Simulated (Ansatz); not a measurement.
Species: CH6B2O, SMILES `BC(B)O` (charge 0, multiplicity 1).

Task: Give a relaxed geometry from B3LYP-D3(BJ)/def2-TZVP (Ansatz, an electronic-structure program).

Result: This is not unique; one that fits is the end point of this relaxation, one of several conformers (outside a Z-matrix the atoms follow the SMILES, hydrogens last).
Bond lengths (Å): B1–C2 1.549, B1–H5 1.190, B1–H6 1.189, C2–B3 1.544, C2–O4 1.422, C2–H7 1.123, B3–H8 1.195, B3–H9 1.189, O4–H10 0.963. Bond angles (°): C2–B1–H5 118.8, C2–B1–H6 120.3, H5–B1–H6 120.9, B1–C2–B3 110.8, B1–C2–O4 114.4, B1–C2–H7 99.8, B3–C2–O4 118.9, B3–C2–H7 98.8, O4–C2–H7 111.2, C2–B3–H8 120.0, C2–B3–H9 119.9, H8–B3–H9 120.1, C2–O4–H10 108.9.
